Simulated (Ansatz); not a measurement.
Ideal-gas functions of `C[Si](F)(S)Cl` at 298.15 K and 1 bar, from an Ansatz frequency run at PBE0-D4/def2-TZVP.

Molar mass 130.65 g/mol, point group C1 (symmetry number 1), electronic degeneracy 1, moments of inertia 192.978, 259.689, 317.624 u Å². Harmonic wavenumbers (cm⁻¹, unscaled): 140, 153, 159, 203, 222, 262, 282, 474, 576, 711, 767, 801, 817, 915, 1284, 1440, 1443, 2699, 3058, 3143, 3157.

Use S(trans) = R[1.5 ln M + 2.5 ln T − 1.1517]; rotational temperatures θ = 24.2544 K / I; S(rot) = R[ln(√π/σ · √(T³/θAθBθC)) + 1.5]; for each mode x = 1.438777 ν̃/T, S = R[x/(eˣ − 1) − ln(1 − e⁻ˣ)] and H = RT x/(eˣ − 1); 1 cm⁻¹ = 0.0119627 kJ/mol; R = 8.31446 J/(mol·K).

Task: By hand: the entropy, in J/(mol·K).

Result: Translation 169.6. Rotation: θ = 0.1257, 0.0934, 0.0764 K, giving 117.5. Vibration, mode by mode: 11.73, 11.02, 10.72, 8.81, 8.13, 6.90, 6.37, 3.04, 2.06, 1.23, 0.99, 0.86, 0.81, 0.55, 0.12, 0.06, 0.06, 0.00, 0.00, 0.00, 0.00, in all 73.5. Electronic 0.0. Sum 360.6 J/(mol·K).

Task: By hand: H − E and G − E in kJ/mol, counted from the electronic energy.

Result: Zero-point energy ½ × 22706 × 0.0119627 = 135.8; thermal vibration 12.5; translation, rotation and pV give 4 RT = 9.9. H − E = 158.2 kJ/mol, and G − E = 158.2 − 298.15 × 360.6/1000 = 50.7 kJ/mol.

Vibration gives 20 % of the entropy, 11.7 J/(mol·K) of it from the mode under 150 cm⁻¹: soft modes count most, and the harmonic formula is weakest for them. The sum counts one conformer and one mirror image; others add a mixing term.
